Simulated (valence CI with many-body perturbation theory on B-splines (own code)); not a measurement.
**From CI to CI+MBPT in Sc¹³⁺**

Computed by relativistic CI+MBPT: six valence electrons over a frozen Dirac-Fock core [He], radial functions for each j: 9 s, 9 p, 8 d, 6 f, 3 g, 1 h, with the one-electron correlation potential Σ1 (screened to all orders), the two-electron term Σ2, the three-electron term Σ3, Breit, model QED; selected single and double excitations, second order for the rest, scaled by the run's own slope (own B-spline code, finite nucleus).

No measured levels were compared; by estimate levels of excited configurations hold to 0.05 to 0.15 % of their energy, terms of the ground configuration to about 0.5 %. Among the levels kept, up to 3000 cm⁻¹ of a level comes from second order outside the variational space, and about a tenth of that is noise between levels of different J, which matters for small intervals.

Each rung adds one term. CI alone is the Dirac-Coulomb CI over the frozen core; QED comes last and gives the full result, which names the levels. Energies are above 2s2 2p4 3P_2 on the same rung, in Ry.

Names give the largest LS component (configuration and term), which can be under half, so a name can repeat, a term be missing and a line seem to break the LS rules; names also repeat where a configuration has a term twice. Letters in brackets count levels of one name in rising energy.

| Level | CI alone | + Σ1 | + Σ2 | + Σ3 | + Breit | Full |
| --- | --- | --- | --- | --- | --- | --- |
| 2s2 2p4 3P_1 | 0.287 | 0.288 | 0.288 | 0.288 | 0.283 | 0.284 |
| 2s2 2p4 3P_0 | 0.323 | 0.323 | 0.324 | 0.324 | 0.321 | 0.322 |
| 2s2 2p4 1D_2 | 0.901 | 0.902 | 0.904 | 0.902 | 0.893 | 0.894 |
| 2s2 2p4 1S_0 | 1.787 | 1.788 | 1.795 | 1.792 | 1.789 | 1.790 |
| 2s 2p5 3P°_2 | 6.094 | 6.084 | 6.072 | 6.067 | 6.071 | 6.058 |
| 2s 2p5 3P°_1 | 6.327 | 6.318 | 6.306 | 6.300 | 6.297 | 6.285 |
| 2s 2p5 3P°_0 | 6.466 | 6.457 | 6.445 | 6.440 | 6.435 | 6.423 |
| 2s 2p5 1P°_1 | 8.386 | 8.376 | 8.353 | 8.339 | 8.339 | 8.327 |
| 2p6 1S_0 | 14.191 | 14.173 | 14.136 | 14.118 | 14.126 | 14.101 |
| 2s2 2p3 3s 5S°_2 | 34.695 | 34.711 | 34.711 | 34.707 | 34.685 | 34.690 |
| 2s2 2p3 3s 3S°_1 | 35.072 | 35.087 | 35.085 | 35.081 | 35.059 | 35.064 |
| 2s2 2p3 3s 3D°_1 | 35.810 | 35.825 | 35.829 | 35.822 | 35.807 | 35.811 |
| 2s2 2p3 3s 3D°_2 | 35.820 | 35.836 | 35.840 | 35.833 | 35.816 | 35.820 |
| 2s2 2p3 3s 3D°_3 | 35.906 | 35.923 | 35.926 | 35.919 | 35.885 | 35.890 |
| 2s2 2p3 3s 1D°_2 | 36.057 | 36.073 | 36.075 | 36.067 | 36.039 | 36.043 |
| 2s2 2p3 3p 5P_1 | 36.273 | 36.287 | 36.285 | 36.280 | 36.263 | 36.264 |
| 2s2 2p3 3p 5P_2 | 36.295 | 36.308 | 36.306 | 36.302 | 36.282 | 36.283 |
| 2s2 2p3 3p 5P_3 | 36.351 | 36.365 | 36.362 | 36.358 | 36.335 | 36.337 |
| 2s2 2p3 3s 3P°_0 | 36.471 | 36.487 | 36.494 | 36.486 | 36.467 | 36.471 |
| 2s2 2p3 3s 3P°_1 | 36.506 | 36.522 | 36.528 | 36.520 | 36.499 | 36.503 |
| 2s2 2p3 3s 3P°_2 | 36.633 | 36.650 | 36.656 | 36.647 | 36.616 | 36.621 |
| 2s2 2p3 3p 3P_1 [a] | 36.640 | 36.654 | 36.653 | 36.648 | 36.628 | 36.629 |
| 2s2 2p3 3p 3P_2 [a] | 36.680 | 36.694 | 36.693 | 36.688 | 36.665 | 36.667 |
| 2s2 2p3 3p 3P_0 [a] | 36.698 | 36.712 | 36.711 | 36.706 | 36.685 | 36.686 |
| 2s2 2p3 3s 1P°_1 | 36.769 | 36.785 | 36.790 | 36.781 | 36.753 | 36.758 |
| 2s2 2p3 3p 3D_1 [a] | 37.203 | 37.217 | 37.218 | 37.211 | 37.200 | 37.201 |
| 2s2 2p3 3p 3D_2 [a] | 37.331 | 37.345 | 37.347 | 37.340 | 37.320 | 37.321 |
| 2s2 2p3 3p 3D_3 [a] | 37.414 | 37.428 | 37.430 | 37.423 | 37.393 | 37.394 |
| 2s2 2p3 3p 1P_1 [a] | 37.425 | 37.439 | 37.441 | 37.434 | 37.408 | 37.409 |
| 2s2 2p3 3p 3F_2 | 37.433 | 37.447 | 37.448 | 37.441 | 37.427 | 37.428 |
| 2s2 2p3 3p 3F_3 | 37.502 | 37.516 | 37.518 | 37.510 | 37.491 | 37.492 |

(1) How does the ionisation energy move along the ladder, and which term matters most?

Answers

(1) CI alone 832.55, + Σ1 832.79, + Σ2 832.77, + Σ3 832.71, + Breit 832.35, + QED 832.37 eV. The largest step is Breit, -0.36 eV. NIST lists 833.2 ± 1.4 eV (semi-empirical).
